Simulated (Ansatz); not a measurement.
Ga9As9H28, a nanocrystal cut from zinc blende GaAs (hydrogen-capped), relaxed as a singlet with RKS PBE-D4/def2-SVP in Ansatz, starting from a model built from a lattice or polyhedron. Force threshold 0.03 eV/Å.

Single mean-field runs in def2-SVP are fitted with def2-universal-jkfit.

Start:

Cartesian coordinates in Å:
```
Ga -1.2689 -2.5403 -3.5216
Ga -2.0227 -1.9799 3.3238
Ga 1.6028 -0.3001 3.5827
Ga 0.1678 -1.4189 0.0425
Ga -2.8448 0.5793 -1.6277
Ga -1.4024 1.7249 1.9311
Ga 0.7679 2.2525 -1.3739
Ga -0.6848 1.1470 -4.9401
Ga 2.2018 3.3425 2.1889
As -1.4316 -2.9052 1.1503
As 0.7746 -2.3379 -2.1226
As -2.2657 -0.3062 -3.8040
As 2.1922 -1.2467 1.4249
As 0.0252 -1.7852 4.7215
As 0.6133 1.9060 3.3076
As 1.3607 1.3329 -3.5614
As 2.7883 2.4748 -0.0132
As -0.8271 0.7798 -0.2735
H -0.9038 -3.1300 -4.8674
H -2.2643 -3.4913 -2.7968
H -3.0012 -2.9022 4.0359
H -2.6381 -0.5932 3.1439
H 2.9058 -0.1738 4.4362
H -3.8520 -0.3276 -0.9372
H -3.4880 1.9800 -1.8233
H -2.3905 0.7918 2.6350
H -2.0505 3.1093 1.7518
H 0.1623 3.6435 -1.5417
H -0.2883 0.5653 -6.3089
H -1.3046 2.5352 -5.1160
H 3.4868 3.5264 3.0415
H 1.6067 4.7784 1.9687
H -0.7845 -4.2837 1.3310
H -2.6894 -3.0203 0.3198
H 1.3589 -3.7227 -1.9680
H 1.7743 -1.4453 -2.8337
H -3.5018 -0.4417 -4.6507
H 2.8055 -2.6001 1.5963
H 3.1975 -0.3141 0.7091
H 0.6304 -3.1485 4.9107
H -0.3033 -1.1977 6.0841
H 0.2604 2.5134 4.6200
H 1.9793 -0.0564 -3.3940
H 2.3378 2.2442 -4.2485
H 3.4135 1.0813 0.1709
H 3.7946 3.3608 -0.7042
```

Task: Estimate the energy that the relaxation releases and the steps that it takes.

Result: 73.1 kcal/mol, in 39 steps; 2.2 min on 11 threads of AMD EPYC 7R13 on a shared host and a whole NVIDIA H100 80GB HBM3. The force fell under the threshold at step 34, but the optimiser went on and released 0.004 eV more. No frequencies were taken in this run, so the end may be a saddle point.

Task: Does the start keep its bonding?

Result: By distances, no bond broke or formed. The bond that changes most is Ga3–As13, from 2.43 to 2.53 Å (atoms count from 1).

Task: Predict the relaxed structure.

Result: 
```tsv
atom	x (Å)	y (Å)	z (Å)
Ga1	-1.423	-2.789	-3.529
Ga2	-1.648	-3.226	3.429
Ga3	1.545	-0.071	3.935
Ga4	0.096	-1.008	-0.035
Ga5	-2.970	0.766	-1.685
Ga6	-1.429	1.738	2.017
Ga7	0.629	2.744	-1.480
Ga8	-0.666	0.842	-5.324
Ga9	2.913	3.225	2.290
As10	-1.706	-2.336	1.078
As11	0.628	-2.326	-2.052
As12	-2.097	-0.414	-3.720
As13	1.892	-1.187	1.694
As14	-0.493	-1.352	4.655
As15	0.823	2.107	3.113
As16	1.102	1.689	-3.681
As17	2.746	2.627	-0.168
As18	-0.865	1.179	-0.343
H19	-0.862	-3.409	-4.866
H20	-2.291	-3.591	-2.472
H21	-0.544	-4.355	3.377
H22	-3.116	-3.370	3.968
H23	2.766	-0.338	4.892
H24	-3.834	-0.264	-0.839
H25	-3.491	2.195	-2.109
H26	-1.908	0.346	2.646
H27	-2.281	3.058	2.136
H28	0.120	4.227	-1.602
H29	0.128	-0.130	-6.285
H30	-1.363	2.186	-5.771
H31	4.163	2.440	2.857
H32	2.727	4.790	2.311
H33	-1.932	-3.540	0.167
H34	-2.978	-1.574	0.733
H35	1.376	-3.558	-1.544
H36	1.821	-1.634	-2.704
H37	-3.362	-0.581	-4.567
H38	2.257	-2.663	1.830
H39	3.208	-0.709	1.090
H40	-0.088	-1.977	5.989
H41	-1.492	-0.346	5.203
H42	0.556	2.812	4.444
H43	2.110	0.588	-3.355
H44	2.093	2.607	-4.396
H45	3.286	1.218	-0.405
H46	3.853	3.361	-0.923
```
Bond lengths (bridged metal pairs left out): 22 × As–Ga 2.41 to 2.57 Å; 14 × As–H 1.52 to 1.53 Å; 14 × Ga–H 1.57 to 1.60 Å.
